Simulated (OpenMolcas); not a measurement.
## Rh⁵⁺: effect of the active space

```json
{"Program": "OpenMolcas 26.06", "Method": "SS-CASPT2 or its RAS form, IPEA 0.25 Eh, imaginary shift 0.1 Eh", "Basis": "ANO-R2", "Scalar Hamiltonian": "X2C, finite nucleus", "Spin-orbit coupling": "RASSI with atomic mean-field integrals over the reference wave functions, term energies averaged over their components"}
```

A. 4 electrons in 5 orbitals (4d); 2S+1 = 5 even, 5 roots; 2S+1 = 3 even, 45 roots; 2S+1 = 1 even, 50 roots; closed shells correlated: 4s 4p; CASPT2 step about 13 core-seconds
B. 10 electrons in 8 orbitals (RAS1 4p, at most 2 holes; RAS2 4d); 2S+1 = 5 even, 5 roots; 2S+1 = 3 even, 45 roots; 2S+1 = 1 even, 49 roots; closed shells correlated: 4s; CASPT2 step about 50 core-seconds
C. 4 electrons in 10 orbitals (4d 5d); 2S+1 = 5 even, 5 roots; 2S+1 = 3 even, 45 roots; 2S+1 = 1 even, 49 roots; closed shells correlated: 4s 4p; CASPT2 step of the order of 9 core-minutes

Energies in cm⁻¹ above 4d⁴ ⁵D₀.

| Level | A | B | C |
| --- | --- | --- | --- |
| 4d⁴ ⁵D₀ | 0.0 | 0.0 | 0.0 |
| 4d⁴ ⁵D₁ | 674 | 691 | 675 |
| 4d⁴ ⁵D₂ | 1755 | 1799 | 1763 |
| 4d⁴ ⁵D₃ | 3060 | 3140 | 3080 |
| 4d⁴ ⁵D₄ | 4500 | 4610 | 4550 |
| 4d⁴ ³P₀(1) | 18550 | 19010 | 18560 |
| 4d⁴ ³H₄ | 20240 | 20260 | 20230 |
| 4d⁴ ³P₁(1) | 21720 | 22300 | 21740 |
| 4d⁴ ³H₅ | 21840 | 21910 | 21870 |
| 4d⁴ ³F₃(1) [52 %] | 22890 | 23130 | 22890 |
| 4d⁴ ³H₆ | 23090 | 23150 | 23150 |
| 4d⁴ ³F₂(1) | 23390 | 23720 | 23380 |
| 4d⁴ ³F₄(1) [59 %] | 24090 | 24440 | 24120 |
| 4d⁴ ³P₂(1) | 25760 | 26470 | 25810 |
| 4d⁴ ³G₃ [53 %] | 26670 | 27090 | 26690 |
| 4d⁴ ³G₄ [64 %] | 27100 | 27480 | 27160 |
| 4d⁴ ³G₅ | 28180 | 28490 | 28270 |
| 4d⁴ ³D₃ | 31150 | 31630 | 31190 |
| 4d⁴ ³D₂ | 31730 | 32160 | 31760 |
| 4d⁴ ³D₁ | 32340 | 32840 | 32350 |
| 4d⁴ ¹I₆ | 32800 | 32590 | 32990 |
| 4d⁴ ¹G₄(1) | 34880 | 35320 | 35030 |
| 4d⁴ ¹D₂(1) | 40320 | 40580 | 40450 |
| 4d⁴ ¹F₃ | 43860 | 44040 | 43980 |

The spin-orbit steps hold different terms of 4d⁴ (B lacks a ¹S; C lacks a ¹S), which shifts levels as well.

Among A to C the level of the table that moves most is 4d⁴ ³P₂(1), by 710 cm-1 (lowest in A, highest in B). Moves below CASPT2's spread within the term are not significant.

CASPT2 breaks the degeneracy within a term, and the mean is taken; among the terms shown or strongly mixed into the levels shown the widest spread is 280 cm-1 (4d⁴ ¹G(1), A). Active for correlation alone: 4p; no level in the range computed is led by a configuration that opens it, so any true level of that kind is missing (holds for B). The CASPT2 spread within a term exceeds the gap to the next term for 4d⁴ ¹I and 4d⁴ ³D, so the order of their levels is uncertain (holds for B). Active for correlation alone: 5d; no level in the range computed is led by a configuration that fills it, so any true level of that kind is missing (holds for C). Only configurations of the active space appear. The table leaves out levels that lie high or whose names do not pair safely across all columns.

A share in square brackets marks a mixed level and gives the weight of the term that names it, the lowest over the columns. A number in round brackets counts repeated terms of one configuration in the order of the reference energies.
